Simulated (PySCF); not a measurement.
These 4 structures share the formula C7H11ClO. Theory: PBE0-D3(BJ)/def2-SVP geometry optimisation, gas phase in PySCF. Energies are electronic, without zero-point or thermal terms, for one conformer each. No frequencies were run at this level. Point groups hold within 0.08 Å.

Task: Order them by energy at this level, lowest first, and give relative energies in kcal/mol.
A. `[CH3:1]/[C:2](=[CH:3]/[CH:4]([CH3:5])[CH3:6])[C:7](=[O:8])[Cl:9]` with C2–C3–C4–C5 146°, C1–C2–C7–O8 -165°
B. `[CH3:1][CH2:2][C:3]([C:4](=[O:5])[Cl:6])=[C:7]([CH3:8])[CH3:9]` with C1–C2–C3–C4 92°, C2–C3–C4–O5 168°
C. `[CH3:1]/[CH:2]=[C:3](\[C:4](=[O:5])[Cl:6])[CH:7]([CH3:8])[CH3:9]` with C2–C3–C4–O5 -124°, C2–C3–C7–C8 -127°
D. `[O:1]=[C:2]([Cl:3])[CH:4]1[CH2:5][CH2:6][CH2:7][CH2:8][CH2:9]1` with O1–C2–C4–C5 127°, C2–C4–C5–C6 -71°, C4–C5–C6–C7 -56°, C5–C6–C7–C8 55°, C6–C7–C8–C9 -54°

Result: D (0.0), B (21.2), A (22.9), C (25.3).

As drawn, the highest has a C=C bond outside aromatic rings, which the lowest lacks. Neighbours under 2.5 kcal/mol apart (CCC(C(=O)Cl)=C(C)C and C/C(=C/C(C)C)C(=O)Cl; C/C(=C/C(C)C)C(=O)Cl and C/C=C(\C(=O)Cl)C(C)C) can change places with a better method, another conformer or zero-point energy.

| SMILES | E (Eh) | E rel (kcal/mol) | dipole (D) | point group | A, B, C (MHz) |
| --- | --- | --- | --- | --- | --- |
| O=C(Cl)C1CCCCC1 | -807.88441 | 0.0 | 2.76 | C1 | 2379, 988.4, 842.5 |
| CCC(C(=O)Cl)=C(C)C | -807.85057 | 21.2 | 3.83 | C1 | 1770, 1105, 721.0 |
| C/C(=C/C(C)C)C(=O)Cl | -807.84793 | 22.9 | 3.06 | C1 | 2514, 743.2, 645.5 |
| C/C=C(\C(=O)Cl)C(C)C | -807.84407 | 25.3 | 2.93 | C1 | 1661, 1070, 852.1 |

Task: How do the relative energies change in single points at PBE0/pcSseg-1 (no added dispersion term) on the same geometries?

Result: 
```
              SMILES  PBE0-D3(BJ)/def2-SVP (kcal/mol)  PBE0/pcSseg-1 (kcal/mol)  shift
     O=C(Cl)C1CCCCC1                              0.0                       0.0    0.0
  CCC(C(=O)Cl)=C(C)C                             21.2                      19.0   -2.2
C/C(=C/C(C)C)C(=O)Cl                             22.9                      19.6   -3.3
C/C=C(\C(=O)Cl)C(C)C                             25.3                      22.5   -2.8
```

Each column counts from its own lowest isomer. The order is unchanged; the largest shift is 3.3 kcal/mol.
